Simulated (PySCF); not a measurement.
# One molecule, several mistakes: BGeH5OSi

All numbers below are calculated, not measured. The program is PySCF 2.14.0, an open-source quantum chemistry code, run on an isolated molecule that a program drew, which may never have been made. The molecule is BGeH5OSi (charge 0, singlet), drawn as the SMILES string `O=[SiH][BH][GeH3]`.

Each row is a Hartree-Fock (HF) and frozen-core CCSD(T) single point in the cc-pV(D+d)Z basis, meant for a local HF minimum. Run 1 is clean. Each other run has one planted mistake out of seven kinds, and not every kind appears here: one electron removed, one electron added, multiplicity raised by two, geometry at a saddle point, minimal basis STO-3G, one bond length entered in bohr, all coordinates scaled. The reference is restricted for singlets and unrestricted otherwise, and also for a bond in bohr. Adding or removing an electron swaps singlet and doublet. Electrons count all cores. HOMO and LUMO are orbital energies over both spins, the gradient is its largest component, and the lowest frequency (negative if imaginary) is given only where the gradient is small. Bond lengths are over the 8 bonds as drawn. T1 is the CCSD diagnostic: over 0.02 (restricted) or 0.045 (unrestricted) a single reference is doubtful. Germanium has the cc-pVDZ-PP basis, with a core potential (ECP10MDF) in place of its 10 inner electrons, and its 3s, 3p and 3d shells are frozen in CCSD(T).

Geometry of the clean run:
```xyz
9
BGeH5OSi, angstrom
O     0.9681   -2.5565    0.8514
Si   -0.2956   -2.0336    0.2289
B    -0.6784   -0.0740   -0.0592
Ge   -1.5282    1.2070    1.3632
H    -1.4019   -2.9178   -0.2141
H    -0.3884    0.4159   -1.1143
H    -0.4676    2.2323    1.7785
H    -2.7132    1.9489    0.7325
H    -2.0236    0.4741    2.6145
```

```
run,electrons,basis functions,<S^2>,HOMO (eV),LUMO (eV),gradient (hartree/bohr),lowest frequency (cm^-1),mean bond (Å),longest bond (Å),T1,HF (hartree),CCSD(T) (hartree),mistake
1,64,99,0.000,-10.72,0.31,3.4e-05,44,1.6120,2.094,0.0212,-684.72105,-685.24134,no fault
2,65,99,0.763,-2.02,6.70,5.6e-02,-,1.6120,2.094,0.0192,-684.74948,-685.28573,one electron added
3,64,99,0.886,-9.24,-0.14,6.3e-03,-,1.7825,2.898,0.0378,-684.62367,-685.13026,one bond length entered in bohr
4,64,99,0.000,-10.86,0.43,1.4e-01,-,1.5040,1.954,0.0187,-684.67422,-685.18304,all coordinates scaled
5,64,99,2.042,-7.24,-0.98,1.0e-01,-,1.6120,2.094,0.0847,-684.63071,-685.14601,multiplicity raised by two
6,63,99,0.769,-16.09,-6.14,1.1e-01,-,1.6120,2.094,0.0539,-684.41340,-684.88866,?
```

**Which mistake was planted in run 6, and what did it cost?**

It counts 63 electrons, one fewer than the clean run, at the same geometry and basis. So the mistake is: one electron removed. Subtracting run 1 and multiplying by 627.51 kcal/mol a hartree, the energy moved by 193.1 kcal/mol in HF and 221.3 kcal/mol in CCSD(T).

Cautions from the logs. Run 1: T1 is over the limit, so its CCSD(T) energy is less reliable; run 5: T1 is over the limit, so its CCSD(T) energy is less reliable; run 6: T1 is over the limit, so its CCSD(T) energy is less reliable.
